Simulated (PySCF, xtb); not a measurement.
HO₂, charge -1, multiplicity 1. Atoms are numbered in the order given.

```xyz
3

O      0.0164     0.8105     0.0000
O     -0.1182    -0.6935     0.0000
H      0.8143    -0.9358     0.0000
```
Charge -1, spin multiplicity 1.

Geometry optimised at B3LYP-D3(BJ)/def2-TZVPD. The spin state was assumed, not searched. The isomer is the one that the SMILES or the coordinates give; other isomers of the formula were not compared.

Method: PySCF with C-PCM-M06-2X/def2-TZVPD.

The values are the electrostatic part of the solvation free energy, E(continuum) − E(gas) at the gas-phase geometry, in a cavity of scaled van der Waals radii (PySCF's table); cavitation and dispersion terms are not included. In vacuum the orbital gap is 5.44 eV.

```csv
solvent,ε,ΔG(elec) (kcal/mol),gap (eV)
water,78.36,___,___
1-octanol,9.86,-72.4,7.63
diethylether,4.24,-61.3,7.30
```

Task: Some entries are withheld; supply them. (Estimate from the structure and the level; the computed values follow.)

Result: 
- water, ΔG(elec) (kcal/mol): -79.7
- water, gap (eV): 7.83

For comparison, GFN2-xTB/ALPB(water) (xtb, at the GFN2-xTB geometry, all terms of that model) gives -88.0 kcal/mol.
